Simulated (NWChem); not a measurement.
System: 1,1,1,3,3-pentafluoropropane (C3H3F5); SMILES FC(F)CC(F)(F)F

```xyz
11

F     -0.7477    -2.5168    -0.2016
C     -0.1003    -1.4031     0.2558
F      1.2394    -1.5834     0.0731
C     -0.5851    -0.1969    -0.5342
C     -0.0264     1.1280    -0.0491
F      1.3077     1.2157    -0.2236
F     -0.5981     2.1581    -0.7129
F     -0.2775     1.3042     1.2750
H     -0.2934    -1.3042     1.3485
H     -0.3132    -0.3340    -1.5990
H     -1.6886    -0.1461    -0.4615
```
Atoms are numbered in this order, from 1.

Results from NWChem. Coordinates come from a PBE-D3(BJ)/def2-SVP optimisation. Level: M05-2X/def2-SVP with SMD (1 M gas to 1 M solution), gas-phase geometry.

```tsv
solvent	dielectric constant	solvation free energy (kcal/mol)	cavity-dispersion-structure term (kcal/mol)	dipole in solution (D)
water	78.4	-2.1	5.0	2.12
acetone	20.5	-6.0	0.8	2.10
cyclohexanone	15.6	-5.1	1.6	2.09
chloroform	4.71	-5.2	0.3	2.01
```
